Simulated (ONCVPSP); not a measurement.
Varying the ONCV potential for zinc (Zn)

Base potential:

| Item | Value |
| --- | --- |
| Element | zinc (Zn) |
| Generator | ONCVPSP 4.0.1 |
| Type | optimised norm-conserving Vanderbilt (ONCV) |
| Functional | BLYP |
| Relativity | scalar-relativistic |
| Frozen core | [Ne] |
| Valence charge | 20 |
| Reference configuration | 3s2 3p6 3d10 4s2 |
| Partial waves | 3s+4s: rc 1.35 bohr, ncon 4, nbas 7, qcut 7.7 1/bohr, 2 projectors; 3p: rc 0.70 bohr, ncon 4, nbas 8, qcut 12.9 1/bohr, 3 projectors, debl 0.7 Ha; 3d: rc 1.30 bohr, ncon 4, nbas 9, qcut 13.5 1/bohr, 1 projector; f scattering state at 0.19 Ha: rc 1.40 bohr, ncon 3, nbas 6, qcut 7.5 1/bohr, 2 projectors, debl 1 Ha |
| Local potential | polynomial inside 0.50 bohr (lpopt 5, dvloc0 1 Ha) |
| Core correction | Teter function, fcfact 5.75, rcfact 1.4 |

In the p channel the program set the typed energies aside and used -3.058, 0.250, 0.950 Ha.

Cutoffs, loose and tight: the cutoffs (Ha) at which the residual kinetic energy of the hardest occupied pseudo-wave falls to 1 and 0.1 mHa per electron. They do not see the model core or the augmentation charge, which bear on the density cutoff. Test errors are all-electron minus pseudo excitation energies from the reference, over the configurations 3s2 3p6 3d10 4s1; 3s2 3p6 3d10 4s0; 3s2 3p6 3d9 4s0; 3s2 3p6 3d9 4s2. A dash means not determined; rows that change the core or the reference have their own tests.

A true bound ghost makes a file unfit for plane-wave use even where its test errors are small: the radial tests pick states by their node count and pass the ghost by.

| change | outcome | cutoff, loose | cutoff, tight | bound ghosts | GHOST(+) flags above zero | largest test error (meV) |
| --- | --- | --- | --- | --- | --- | --- |
| base | generated, projector energies reset by the program | 80 Ha | 351 Ha | p | s, f | -27 |
| all radii but the core radius scaled by about 0.78 (s 1.06, p 0.54, d 1.02, f 1.10 bohr); local potential polynomial inside 0.40 bohr (lpopt 5, dvloc0 1 Ha) | generated, projector energies reset by the program | 104 Ha | 565 Ha | p | s, p, f | -18 |
| all radii but the core radius scaled by about 1.14 (s 1.54, p 0.80, d 1.48, f 1.60 bohr); local potential polynomial inside 0.58 bohr (lpopt 5, dvloc0 1 Ha) | generated, projector energies reset by the program | 61 Ha | 83 Ha | none | s, f | -31 |
| all radii but the core radius scaled by about 1.32 (s 1.78, p 0.92, d 1.72, f 1.84 bohr); local potential polynomial inside 0.66 bohr (lpopt 5, dvloc0 1 Ha) | failed: ERROR pspot: first pseudo wave function has node, program will stop | – | – | – | – | – |

**Question.** What comes out with this change to the base: all radii but the core radius scaled by about 0.86 (s 1.16, p 0.60, d 1.12, f 1.20 bohr); local potential polynomial inside 0.44 bohr (lpopt 5, dvloc0 1 Ha)?

**Answer.** outcome: generated, projector energies reset by the program; cutoff, loose: 129 Ha; cutoff, tight: 458 Ha; bound ghosts: p; GHOST(+) flags above zero: s, p, f; largest test error (meV): -21.

**Question.** What comes out with this change to the base: all radii but the core radius scaled by about 1.05 (s 1.42, p 0.74, d 1.36, f 1.46 bohr); local potential polynomial inside 0.52 bohr (lpopt 5, dvloc0 1 Ha)?

**Answer.** outcome: generated, projector energies reset by the program; cutoff, loose: 69 Ha; cutoff, tight: 226 Ha; bound ghosts: p; GHOST(+) flags above zero: s, f; largest test error (meV): -28.

**Question.** What comes out with this change to the base: all radii but the core radius scaled by about 1.22 (s 1.64, p 0.86, d 1.58, f 1.70 bohr); local potential polynomial inside 0.60 bohr (lpopt 5, dvloc0 1 Ha)?

**Answer.** outcome: generated, projector energies reset by the program; cutoff, loose: 58 Ha; cutoff, tight: 66 Ha; bound ghosts: none; GHOST(+) flags above zero: p, f; largest test error (meV): -34.

Reading the sweep of the scale of all radii but the core radius (base = 1) (base included, trends over the rows without a ghost): Bound ghosts are found at 0.78, 0.86, 1, 1.05. The generation fails at 1.32.
